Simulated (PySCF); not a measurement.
Computed Raman spectrum (relative Raman activity) of a molecule C4H6F2. The structure is a stationary point at PBE0-D3(BJ)/def2-SVP. Other conformers were not sampled. All values below come from PBE0-D3(BJ)/def2-SVP in PySCF. Harmonic, unscaled wavenumbers; measured fundamentals usually lie a few per cent lower.

Lines under 2 % of the strongest are left out, and lines within 2 cm⁻¹ are merged.

ν (cm⁻¹): 735 (vw), 913 (vw), 1003 (vw), 1383 (vw), 1387 (vw), 1420 (m), 1435 (vw), 1447 (w), 1464 (w), 1766 (m), 3051 (s), 3057 (vs), 3133 (s), 3177 (vs), 3284 (m) (against the strongest line: vs over 80 %, s over 45 %, m over 15 %, w over 4 %, vw less)

Problem. Which structure fits?
(A) C=CCC(F)F
(B) C=C(C)C(F)F
(C) FC(F)C1CC1
(D) CC(C)=C(F)F

Solution. B, C=C(C)C(F)F
